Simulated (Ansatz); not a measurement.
Two structures of BNH$_{4}$SF$_{2}$, singlet, reached by relaxing down either side of one saddle point (PBE0-D4/def2-TZVP). Energies are electronic, without zero-point energy. Program: Ansatz 0.2.0. Basis: def2-TZVPP and def2-QZVPP. Cores are frozen in the correlated methods. Extrapolation: Hartree–Fock as exp(−7.88 √X), correlation as X^−2.97. First:

B1  (-0.390, 0.479, -0.389)
S2  (1.213, 0.732, -1.385)
F3  (-1.343, -0.290, -1.005)
F4  (-0.857, 1.657, 0.133)
H5  (0.719, 0.083, 1.496)
N6  (0.002, -0.405, 0.969)
H7  (1.112, -0.412, -2.078)
H8  (-0.820, -0.531, 1.556)
H9  (0.365, -1.315, 0.705)
(Å)

Second:

```csv
atom,x (Å),y (Å),z (Å)
B1,-1.4678,0.2795,0.1273
S2,2.3540,-0.5960,-0.9285
F3,-1.0803,0.5291,-1.1268
F4,-2.7231,0.5845,0.4426
H5,2.7082,0.6768,-0.6933
N6,-0.5910,-0.2724,1.0515
H7,1.3045,-0.2213,-1.6785
H8,-0.8640,-0.4737,1.9959
H9,0.3596,-0.5066,0.8099
```

Problem. Which bonds change from the first to the second?

Solution. BHSF₂ ([F][B]([F])[SH]) + NH₃ → BNH₂F₂ ([NH2][B]([F])[F]) + H₂S; bonds formed: S2–H5; dative contacts that become bonds: B1–N6; bonds broken: B1–S2, H5–N6.

Problem. Give the saddle point's structure and its height above each. (To be estimated.)

Solution. Computed: 1.313 eV above the first and 1.270 eV above the second (CCSD(T) at an estimated basis limit (MP2 extrapolated from triple and quadruple zeta, plus CCSD(T) − MP2 in triple zeta)).
```
9
angstrom
B -0.6997 0.3267 -0.2352
S 1.3919 0.8095 -0.9818
F -1.2804 -0.4262 -1.1812
F -1.2465 1.5120 0.0662
H 1.0620 -0.0209 0.3112
N -0.1118 -0.4374 0.9467
H 1.4707 -0.2980 -1.7368
H -0.2937 -0.0330 1.8564
H -0.2925 -1.4327 0.9544
```

No T1 diagnostic of these runs exceeds 0.012.

Labels in which every atom is bracketed show which atoms are joined, not bond orders.

For scale, one of the runs: CCSD(T)/def2-TZVPP, 222 basis functions, launched by `ansatz run in.yaml --threads 4 --pin off --events-out ev --progress --plain --max-ram 9574MiB`. Time: 87 s of wall clock on 4 CPU threads of an Arm Neoverse V2; the host was shared. Peak host memory: 3.7 GiB.
